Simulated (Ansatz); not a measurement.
Frontier orbitals of `FC(Cl)(I)I`.

The species carries charge 0 and has multiplicity 1. Correlated methods include outer-core shells of I, which these sets cover unevenly. I takes the def2 core potential. All single points use the PBE0-D4/def2-TZVP geometry. Basis def2-TZVPP, Ansatz 0.2.0.

Orbital energies of one run (eV). Highest occupied ones, from the top: -8.57, -8.91, -9.25, -9.62, -10.18, -11.39, -12.65, -12.71, -16.32, -16.73, -17.01, -20.11, -21.90, -23.36. Empty: -1.80, -0.25, 1.49, 2.87, 3.83, 4.13.

Q: Which functional gave them?
A. r2SCANh
B. LC-ωPBE
C. revPBE
D. BHLYP

A: D. HOMO energies: BHLYP -8.57, revPBE -6.36, r2SCANh -7.15, LC-ωPBE -10.18 eV.

LC-ωPBE has ω = 0.4 bohr⁻¹.
